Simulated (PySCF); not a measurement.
# SnTe and its ions

B97-3; Sn cc-pVDZ-PP with ECP28, Te cc-pVDZ-PP with ECP28; scalar-relativistic core potentials (PySCF 2.14). Neutral (UKS): singlet (closed shell), Re = 2.549 Å, ωe = 263 cm⁻¹, De = 3.96 eV, HOMO -6.53 eV, LUMO -2.46 eV.

SnTe⁺ (UKS): doublet (π ↑), Re = 2.717 Å, ωe = 210 cm⁻¹, De = 2.79 eV to Sn⁺ + Te. The energies at the minima are -482.47341 hartree for SnTe and -482.16946 for SnTe⁺.

(1) Work out the adiabatic ionisation energy, without and with harmonic zero-point energies (1 hartree = 27.2114 eV, 1 eV = 8065.5 cm⁻¹), and the change of the bond length.

These are scalar-relativistic numbers at best; spin–orbit coupling would shift them, the dissociation energy most. For an ion De counts to the pair picked by the measured ionisation energies or electron affinities, which need not be the lowest pair at this level. States were picked by a PBE0 search and need not be the measured ground states.

## Answers

(1) At B97-3: 0.30395 hartree = 8.271 eV between the minima; the zero-point term (210.0 − 263.0)/2 cm⁻¹ = -0.003 eV makes it 8.268 eV. Re changes by +16.8 pm against the neutral. Minus the HOMO energy is 6.53 eV, -1.74 eV from the value between the minima; self-interaction puts the Kohn–Sham level too high, less so with exact exchange. The electron leaves a π orbital, and the longer bond of the ion fits a bonding orbital, or a change in how ionic the bond is.
